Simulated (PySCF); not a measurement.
Species: C₅H₉FOSi.
Atom-mapped SMILES: `[F:1][CH2:2][O:3][C:4]1=[CH:5][CH2:6][SiH2:7][CH2:8]1`

Structure used (GFN2-xTB), in Å, numbered top down from 1:
```xyz
17
C5H9FOSi angstrom
F      3.0675    0.3593    0.0738
C      2.5503   -0.8986    0.3143
O      1.4256   -1.1308   -0.4160
C      0.2574   -0.4359   -0.1032
C     -0.7698   -0.4882   -0.9406
C     -2.0286    0.2427   -0.5825
Si    -1.6167    1.1044    1.0673
C      0.1356    0.3526    1.1668
H      3.3090   -1.6162   -0.0188
H      2.4049   -0.9549    1.4044
H     -0.7178   -1.0434   -1.8635
H     -2.2970    0.9376   -1.3799
H     -2.8598   -0.4605   -0.5018
H     -2.4631    0.6683    2.1818
H     -1.5846    2.5659    0.9816
H      0.9192    1.1093    1.2223
H      0.2610   -0.2998    2.0335
```

NICS = −σ at a ghost point: NICS(0) at the centroid of the ring atoms, NICS(1) 1 Å to either side along the normal of their mean plane, zz for the tensor component along that normal. Level: GIAO PBE0/pcSseg-1 (PySCF, non-relativistic, gas phase) on the GFN2-xTB geometry, one conformer.

Ring bond lengths (Å), with Mayer bond orders in brackets: C4–C5 1.326 (1.85), C5–C6 1.499 (1.05), C6–Si7 1.906 (0.91), Si7–C8 1.909 (0.87), C8–C4 1.500 (1.05).

Question: Give the NICS values of each ring in ppm.

Answer: 
```
           ring                                                      type  NICS(0)  NICS(1), two faces  NICS(1)zz, two faces  rms pucker (Å)  centre to ring atoms, mean (Å)
C4–C5–C6–Si7–C8  5-membered ring with Si; formal bonds 1 double, 4 single     -3.6         -2.6 / -2.8           -0.4 / -0.5            0.01                            1.38
```

Question: What can be read from them?

Answer: 
- C4–C5–C6–Si7–C8: mean NICS(1)zz -0.4 ppm, near zero. C6, Si7, C8 have four or more neighbours, so the value isn't read as a sign of a π ring current.

Question: At the second NICS(1) probe listed for ring C4–C5–C6–Si7–C8, 1 Å off the ring, what do the in-plane components average?

Answer: The isotropic value is a third of the trace: (3 × -2.8 − (-0.5))/2 = -3.9 ppm.

Question: How shielded are the nuclei of the rings and their hydrogens (means over atoms taken as equivalent)?

Answer: 
```
   atoms                    environment  σ isotropic (ppm)  principal values of the symmetric part, first atom (ppm)
      C4  vinylic carbon bearing oxygen               23.6                                         -73.5, 67.1, 77.2
      C5               alkene CH carbon               72.7                                        -18.2, 96.9, 139.4
      C6    sp3 carbon bound to silicon              174.9                                       162.9, 164.5, 197.4
     Si7                   SiH2 silicon              383.0                                       340.7, 380.5, 427.8
      C8    sp3 carbon bound to silicon              176.3                                       165.4, 167.9, 195.4
     H11               vinylic hydrogen              26.19                                          23.0, 26.4, 29.2
H12 (×2)             methylene hydrogen              29.86                                          25.4, 26.9, 37.3
H14 (×2)                  Si–H hydrogen              27.23                                          24.0, 24.8, 32.9
H16 (×2)             methylene hydrogen              29.80                                          24.1, 29.0, 36.0
```
